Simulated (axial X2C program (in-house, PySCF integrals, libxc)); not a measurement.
**PbCl⁻: a run with one poor setting**

All values were computed with an axial X2C code built on PySCF integrals. Two-component (2c) means X2C with spin–orbit coupling and atomic mean-field two-electron Coulomb and Gaunt terms. Basis: Pb dyall-av3z [13s15p11d7f], Cl dyall-av3z [9s8p3d2f] (cores contracted in-house); Gaussian nuclei, density fitting, unrestricted open shells. Masses: Pb 207.977 u, Cl 34.969 u.

One setting of this run was spoiled on purpose, so its numbers are not properties of PbCl⁻. Level: MP2, two-component; state Ω = 0 (closed shell).

| R (Å) | E − E(lowest point) (eV) |
| --- | --- |
| 2.385 | 0.4213 |
| 2.495 | 0.1776 |
| 2.578 | 0.0755 |
| 2.660 | 0.0211 |
| 2.742 | 0.0000 |
| 2.838 | 0.0036 |
| 2.934 | 0.0263 |
| 3.057 | 0.0704 |
| 3.208 | 0.1330 |
| 3.428 | 0.2228 |

Fit: Re 2.774 Å, ωe 160.7 cm⁻¹, residual 0.032 microhartree, De 0.51 eV.

22 electrons were correlated into 48 virtual spinors.

Question: Which setting was spoiled?
A. an excited determinant was followed
B. virtual space cut too low
C. too few iterations allowed
D. integration grid too coarse
E. density fitting set too sparse

Answer: B. Virtual space cut too low: only virtuals below 0.5 hartree against the usual 25.
